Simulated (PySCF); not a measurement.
GeH₇NSi₂, SMILES [NH]1[SiH2][SiH2][GeH2]1. Atoms are numbered in the order given.

```xyz
11

N     -1.3847     0.1789     0.0000
Si    -0.5918     1.7346     0.0000
Si     1.4779     0.6339     0.0000
Ge    -0.0887    -1.1561     0.0000
H     -2.3860     0.0139     0.0000
H     -0.8806     2.5832     1.1986
H     -0.8806     2.5832    -1.1986
H      2.3246     0.7563    -1.2209
H      2.3246     0.7563     1.2209
H     -0.1880    -2.0542    -1.2492
H     -0.1880    -2.0542     1.2492
```

Geometry: ωB97X-D3(BJ)/def2-SVP. This is a generated structure with no PubChem entry under its InChIKey; it may be hypothetical.

Level of theory: PySCF with PBE/def2-TZVP.

Symmetry labels are those of the subgroup Cs that the program uses (full group Cs).

Computed valence orbital energies around the gap with their symmetry:
```
orbital  symmetry  energy (eV)
-------  --------  -----------
HOMO−7         A'       -10.68
HOMO−6         A"        -9.15
HOMO−5         A'        -8.57
HOMO−4         A"        -8.29
HOMO−3         A"        -8.17
HOMO−2         A'        -7.47
HOMO−1         A'        -6.35
HOMO           A"        -5.89
LUMO           A'        -1.39
LUMO+1         A"        -0.92
LUMO+2         A'        -0.82
LUMO+3         A'         0.04
```
